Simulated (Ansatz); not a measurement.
Mulliken charges of CH₂BClS₂ (`S=CB(S)Cl`) from r2SCAN/def2-TZVPP in Ansatz (PBE0-D4/def2-TZVP geometry).

```json
{"atom": "S1", "x (Å)": "-1.797", "y (Å)": "1.558", "z (Å)": "0.564", "charge (e)": "-0.100"}
{"atom": "C2", "x (Å)": "-0.662", "y (Å)": "0.416", "z (Å)": "0.565", "charge (e)": "-0.075"}
{"atom": "B3", "x (Å)": "0.246", "y (Å)": "0.053", "z (Å)": "-0.661", "charge (e)": "0.177"}
{"atom": "S4", "x (Å)": "1.460", "y (Å)": "-1.251", "z (Å)": "-0.549", "charge (e)": "-0.077"}
{"atom": "Cl5", "x (Å)": "0.112", "y (Å)": "0.898", "z (Å)": "-2.179", "charge (e)": "-0.110"}
{"atom": "H6", "x (Å)": "-0.506", "y (Å)": "-0.156", "z (Å)": "1.485", "charge (e)": "0.087"}
{"atom": "H7", "x (Å)": "1.207", "y (Å)": "-1.585", "z (Å)": "0.729", "charge (e)": "0.099"}
```

**Question.** By hand: the dipole of these point charges (1 e Å = 4.8032 D).

**Answer.** Σ q r = (0.224, -0.351, 0.268) e Å, of length 0.495 e Å = 2.38 D.

**Question.** How does the dipole of the full density compare? (An estimate is asked.)

**Answer.** Ansatz gave: (0.186, -0.320, 0.287) e Å, 2.25 D; the point charges give 1.06 times that, at 5° from its direction.

Point charges leave out the atoms' own dipoles, such as those of lone pairs, and Mulliken's split depends on the basis, so the close match here is no proof of good charges.
